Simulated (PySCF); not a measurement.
This PySCF input asks for the NMR shieldings of SMILES [SiH2]1[C@H]([C@H]([C@@H](C#C)Cl)Cl)C1, C6H8Cl2Si; the geometry comes from GFN2-xTB.

```python
import basis_set_exchange as bse
import numpy as np
from pyscf import gto, dft
from pyscf.prop import nmr

atoms = """
C     2.953679    0.648592   -1.133241
C     2.321681    0.060636   -0.303933
C     1.544660   -0.605085    0.711783
Cl    1.419020    0.480892    2.150849
C     0.129711   -0.953030    0.242000
Cl    0.331702   -2.210621   -1.040818
C    -0.645170    0.207570   -0.294043
C    -1.543943    0.971344    0.694475
Si   -2.500608    0.075142   -0.653526
H     3.515047    1.142443   -1.869171
H     2.065987   -1.503125    1.058367
H    -0.413439   -1.446813    1.051148
H    -0.037012    0.837061   -0.935485
H    -1.430122    2.045894    0.685353
H    -1.555313    0.588873    1.705638
H    -3.002787    0.839356   -1.777748
H    -3.160091   -1.167100   -0.301558
"""
names = dict.fromkeys(["C", "Cl", "Si", "H"], "pcSseg-1")
basis = {el: gto.basis.parse(bse.get_basis(n, elements=[el], fmt="nwchem")) for el, n in names.items()}
mol = gto.M(atom=atoms, basis=basis, charge=0, verbose=0)
mf = dft.RKS(mol, xc="PBE0")
mf.grids.level = 2
mf.grids.alignment = dft.numint.BLKSIZE   # the property module wants whole blocks of grid points
mf.conv_tol = 1e-9
mf.kernel()

calc = nmr.RKS(mf)   # GIAO
C = mf.mo_coeff
Co = C[:, mf.mo_occ > 0]
resp = mf.gen_response(singlet=True, hermi=2)
def vind(x):   # induced exchange potential for any number of trial vectors
    d = np.einsum("pi,xij,qj->xpq", C, 2 * x.reshape(-1, C.shape[1], Co.shape[1]), Co, optimize=True)
    return np.einsum("xpq,pi,qj->xij", resp(d - d.transpose(0, 2, 1)), C, Co, optimize=True).ravel()
mo1, _ = nmr.rhf.solve_mo1(calc, with_cphf=vind)
sigma = calc.kernel(mo1)
for i, s in enumerate(sigma):   # ppm
    w = np.linalg.eigvalsh((s + s.T) / 2)
    print("%2d %-2s iso %8.1f  s11 %8.1f  s22 %8.1f  s33 %8.1f" % (i, mol.atom_pure_symbol(i), w.mean(), *w))
```

Q: Give the expected output.

A: 
```
 0 C  iso    100.1  s11     29.0  s22     38.6  s33    232.7
 1 C  iso    103.0  s11      0.3  s22     11.5  s33    297.2
 2 C  iso    127.5  s11    100.8  s22    127.6  s33    154.2
 3 Cl iso    716.2  s11    479.3  s22    632.2  s33   1037.3
 4 C  iso    112.9  s11     80.3  s22    116.9  s33    141.4
 5 Cl iso    690.3  s11    388.8  s22    645.7  s33   1036.4
 6 C  iso    169.9  s11    133.2  s22    165.7  s33    210.7
 7 C  iso    176.3  s11    150.6  s22    180.7  s33    197.7
 8 Si iso    498.1  s11    385.0  s22    403.1  s33    706.2
 9 H  iso     29.4  s11     24.2  s22     24.8  s33     39.4
10 H  iso     26.7  s11     21.9  s22     26.6  s33     31.7
11 H  iso     28.2  s11     25.4  s22     28.8  s33     30.5
12 H  iso     29.5  s11     23.7  s22     29.4  s33     35.3
13 H  iso     30.4  s11     24.8  s22     26.7  s33     39.5
14 H  iso     30.7  s11     25.2  s22     29.6  s33     37.2
15 H  iso     29.1  s11     23.4  s22     26.2  s33     37.5
16 H  iso     29.1  s11     23.7  s22     27.5  s33     36.0
```

These numbers come from an equivalent density-fitted implementation of the same equations, which agrees with the script to about 0.01 ppm for H and up to a few tenths of a ppm for heavy atoms, so last digits may differ.

Q: Turn these shieldings into chemical shifts. Scale: 13C (σref 186.93), 29Si (σref 349.16), 1H (σref 31.72) vs TMS; 35Cl (σref 949.78) against HCl (reference shieldings calculated alike).

A: Averaging equivalent atoms: C 0: 86.8; C 1: 83.9; C 4: 74.1; C 2: 59.4; C 6: 17.0; C 7: 10.6; Cl 5: 259; Cl 3: 234; Si 8: -149.0; H 10: 5.01; H 11: 3.50; H 15: 2.65; H 16: 2.64; H 9: 2.28; H 12: 2.24; H 13: 1.36; H 14: 1.04 ppm. 

Size and cost of the density-fitted run: 214 basis functions, 72 s wall time on 1 thread of an Arm Neoverse N1, shared host; peak memory 0.96 GiB.
